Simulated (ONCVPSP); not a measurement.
cadmium (Cd): one change to an ONCV potential, before and after

```
Element                 : Cd (Z = 48)
Generator               : ONCVPSP 4.0.1
Type                    : optimised norm-conserving Vanderbilt (ONCV)
Functional              : LDA (Perdew-Wang 92)
Relativity              : scalar-relativistic
Frozen core             : [Ar] 3d10 4s2
Valence charge          : 18
Reference configuration : 4p6 4d10 5s2
Partial waves           : 5s: rc 2.35 bohr, ncon 4, nbas 8, qcut 3.2 1/bohr, 2 projectors, debl 3.6 Ha; 4p: rc 1.25 bohr, ncon 4, nbas 7, qcut 8.9 1/bohr, 1 projector; 4d: rc 1.15 bohr, ncon 4, nbas 7, qcut 9.6 1/bohr, 1 projector
Local potential         : polynomial inside 0.75 bohr (lpopt 2, dvloc0 0 Ha)
Core correction         : Teter function, fcfact 2, rcfact 1.2
```

All-electron outer shells of the reference configuration (LDA (PZ), scalar-relativistic, ld1.x):

| shell | level (eV) | outermost node (bohr) | outermost maximum (bohr) |
| --- | --- | --- | --- |
| 4s | -105.84 | 0.43 | 0.79 |
| 4p | -66.99 | 0.43 | 0.84 |
| 4d | -11.90 | 0.42 | 0.98 |
| 5s | -5.96 | 1.07 | 2.32 |

Change: s: rc 2.86.

Cutoffs: the cutoffs (Ha) at which the residual kinetic energy of the hardest occupied pseudo-wave falls to 1 and 0.1 mHa per electron; they do not see the model core or the augmentation charge, which bear on the density cutoff. Errors are all-electron minus pseudo energies relative to the spin-unpolarised reference configuration.

Q: Predict the effect on cutoff, ghosts and configuration errors.

A: The potential gets neither clearly harder nor softer (38 Ha and 46 Ha → 38 Ha and 46 Ha); both files keep a bound ghost (s); of the 4 tests that both files solve, the error grows in 4 and shrinks in 0 by more than 15 % and 0.3 meV (median size 37.7 → 54.8 meV). More of the atom is replaced by a form fitted at one configuration, so other configurations suffer.

| quantity | base | changed |
| --- | --- | --- |
| cutoff, loose | 38 Ha | 38 Ha |
| cutoff, tight | 46 Ha | 46 Ha |
| loose cutoff by channel | s 4.5 Ha, p 32 Ha, d 38 Ha | s 3.7 Ha, p 32 Ha, d 38 Ha |
| bound ghosts | s | s |
| GHOST(+) flags under 300 eV | s at 136.8 eV | s at 117.5 eV |
| error for 4p6 4d10 5s1, meV [ΔE 9.62 eV] | -6.6 | -7.8 |
| error for 4p6 4d10 5s0, meV [ΔE 27.14 eV] | -35 | -49 |
| error for 4p6 4d9 5s0, meV [ΔE 65.40 eV] | +41 | -60 |
| error for 4p6 4d9 5s2 5p1, meV [ΔE 12.60 eV] | +97 | +115 |
| p: phases at 1.27 bohr within 0.05 rad from the reference energy up to (Ha; the scan ends near 5) | 1.6 | 1.6 |
| d: phases at 1.17 bohr within 0.05 rad from the reference energy up to (Ha; the scan ends near 5) | to the end of the scan | to the end of the scan |
| rms error of d²Exc/dni dnj with the model core, mHa | 2.78 | 2.77 |

 A true bound ghost makes a file unfit for plane-wave use even where its test errors are small: the radial tests pick states by their node count and pass the ghost by.
